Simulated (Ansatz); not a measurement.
C10H10Cl4N2Sn (relaxed from a model of cis-Sn(py)2Cl4, whose bonding it doesn't keep). Total charge 0; triplet. Geometry PBE-D4/def2-SVP, that of the neutral singlet; atoms count from 1.

```xyz
27

Sn    2.179    0.762    0.025
N     0.958   -1.168   -0.642
C    -0.121   -1.087   -1.443
C    -0.813   -2.231   -1.859
C    -0.351   -3.487   -1.441
C     0.786   -3.557   -0.622
C     1.417   -2.368   -0.238
H    -0.399   -0.073   -1.772
H    -1.693   -2.129   -2.509
H    -0.870   -4.406   -1.756
H     1.188   -4.520   -0.278
H     2.305   -2.350    0.412
Cl    3.001    2.872    0.824
N     0.005    1.504    0.650
C    -0.800    0.766    1.436
C    -2.060    1.228    1.833
C    -2.477    2.499    1.411
C    -1.620    3.263    0.606
C    -0.379    2.729    0.241
H    -0.390   -0.199    1.771
H    -2.695    0.599    2.473
H    -3.460    2.892    1.711
H    -1.901    4.267    0.259
H     0.337    3.270   -0.397
Cl    4.156   -0.366   -0.737
Cl    1.530    1.633   -2.172
Cl    2.168   -0.343    2.213
```

In the def2 sets Sn takes a core potential; there is no spin–orbit coupling. Single mean-field runs in def2-TZVP are fitted with def2-universal-jkfit. At PBE0-D4/def2-TZVP a singlet of charge 0 lies 4.13 eV below the triplet at the same geometry.

Estimate the Mulliken populations from the PBE0/def2-TZVP orbitals of Ansatz.


```tsv
atom	charge (e)	spin (α − β)
Sn1	0.92	-0.01
N2	-0.23	0.30
C3	0.01	0.11
C4	0.00	0.57
C5	-0.25	0.45
C6	-0.06	-0.06
C7	-0.02	0.69
H8	0.17	-0.01
H9	0.16	-0.03
H10	0.14	-0.03
H11	0.15	0.00
H12	0.19	-0.03
Cl13	-0.35	0.00
N14	-0.17	0.00
C15	-0.02	0.00
C16	-0.10	0.00
C17	-0.12	0.00
C18	-0.10	0.00
C19	-0.01	0.00
H20	0.16	0.00
H21	0.15	0.00
H22	0.15	0.00
H23	0.15	0.00
H24	0.19	0.00
Cl25	-0.34	0.03
Cl26	-0.39	0.00
Cl27	-0.37	0.03
```
Mulliken values depend strongly on the basis.

Where does the spin sit?

Summed by element: Sn -0.01, N 0.30, C 1.76, H -0.11, Cl 0.06, of 2 unpaired in all. Largest on single atoms: C7 0.69, C4 0.57, C5 0.45.

And the Mayer bond orders between heavy atoms (over 0.3)?

Sn1–N2 0.49 (2.38 Å); Sn1–Cl13 0.91 (2.40 Å); Sn1–N14 0.45 (2.38 Å); Sn1–Cl25 0.89 (2.40 Å); Sn1–Cl26 0.82 (2.45 Å); Sn1–Cl27 0.81 (2.45 Å); N2–C3 1.42 (1.35 Å); N2–C7 0.99 (1.35 Å); C3–C4 1.36 (1.40 Å); C4–C5 1.08 (1.40 Å); C5–C6 1.53 (1.40 Å); C6–C7 1.34 (1.40 Å); N14–C15 1.34 (1.35 Å); N14–C19 1.34 (1.35 Å); C15–C16 1.44 (1.40 Å); C16–C17 1.44 (1.40 Å); C17–C18 1.44 (1.40 Å); C18–C19 1.44 (1.40 Å).
